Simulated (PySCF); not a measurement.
Start geometry of n-GeSiSiSiSiSiH14 (GeH14Si5) from a GFN2-xTB structure with every atom displaced at random (by about 0.03 Å) (Å):
```
atom  x, y, z in Å
Ge1   -1.162   -0.581    2.412
Si2   -0.861    1.713    1.807
Si3   -0.758    1.953   -0.519
Si4    1.452    1.305   -1.387
Si5    1.793   -0.992   -1.144
Si6    0.018   -2.373   -1.574
H7     0.012   -1.404    2.325
H8    -2.166   -1.204    1.506
H9    -1.763   -0.774    3.834
H10    0.404    2.129    2.488
H11   -1.902    2.530    2.496
H12   -1.052    3.334   -0.852
H13   -1.845    1.171   -1.134
H14    2.347    2.140   -0.737
H15    1.426    1.633   -2.798
H16    2.259   -1.133    0.295
H17    2.985   -1.319   -1.916
H18   -0.761   -2.694   -0.343
H19    0.415   -3.684   -2.169
H20   -0.979   -1.734   -2.492
```

Task: What comes out of this run: PBE0-D3(BJ)/def2-SVP geometry optimisation, gas phase (PySCF)?

Result: 
```
atom  x, y, z in Å
Ge1   -1.2679   -0.7476    2.2842
Si2   -0.6794    1.5006    1.7435
Si3   -0.8102    1.9323   -0.5630
Si4    1.2379    1.3662   -1.5573
Si5    1.8298   -0.7833   -0.8343
Si6    0.0840   -2.2524   -1.3838
H7    -0.2374   -1.7486    1.7302
H8    -2.6461   -1.0899    1.6888
H9    -1.3339   -0.9200    3.8141
H10    0.7117    1.7800    2.2233
H11   -1.6147    2.4071    2.4830
H12   -1.1188    3.3784   -0.7998
H13   -1.9109    1.1128   -1.1618
H14    2.2713    2.3642   -1.1348
H15    1.1282    1.3930   -3.0506
H16    2.0311   -0.7451    0.6489
H17    3.1030   -1.2412   -1.4749
H18   -1.2301   -1.6515   -0.9971
H19    0.2326   -3.5709   -0.6954
H20    0.0822   -2.4700   -2.8638
```

The energy falls by 14.7 kcal/mol over 23 energy and gradient evaluations, the largest force component goes from 0.0564 to 2.0e-04 Eh/bohr, and the atoms move by 0.647 Å rms after alignment. The bond that changes most is Si3–Si4 (both ends silicon bonded to 2 Si and 2 H), which shortens by 0.115 Å. Bonds longer at the end by more than 0.005 Å: 11 of 19; shorter: 4. Among the angles that change most is Si4–Si5–Si6, from 117.4° to 108.3°. Among the dihedrals that turn most is H17–Si5–Si6–H20, from -101° to -50°. Rotational constants go from 833.5, 490.0, 354.5 to 865.4, 530.5, 381.7 MHz. The orientation of the end geometry is arbitrary; only internal coordinates are fixed.

The run used 192 basis functions and 134 SCF cycles in all. Hardware: 2 threads, Intel Xeon Platinum 8259CL at 2.50 GHz (x86_64), shared host with 96 logical CPUs at a one-minute load of 123. Cost: 6.9 min wall, 16 min CPU, 1.1 GiB resident at most.

Stationary, but not proved a minimum. The numbers are those of one conformer.
